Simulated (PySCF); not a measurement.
GaHBr2, SMILES [Br][GaH][Br]. Coordinates come from a PBE-D3(BJ)/def2-SVP optimisation. The structure was generated by enumeration; whether it is a known compound was not checked.

All values below come from PySCF with PBE-D3(BJ)/def2-SVP.

Harmonic wavenumbers (cm⁻¹): 89, 275, 328, 402, 573, 1968. Rotational constants (GHz): 6.564, 0.8314, 0.7380; symmetry number 2.

### Question
Work out the zero-point energy and the ideal-gas rigid-rotor harmonic-oscillator thermochemistry at 298.15 K and 1 atm.

### Answer
ZPE = ½ Σ hcν = ½ × 3634 cm⁻¹ = 5.20 kcal/mol. H − E(el) = 8.87 kcal/mol. Entropy in cal/(mol K): translation 42.21, rotation 27.39, vibration 7.97, total 77.57. G − E(el) = -14.26 kcal/mol. Cp = 15.82 cal/(mol K). Modes under 150 cm⁻¹ make the vibrational entropy uncertain.
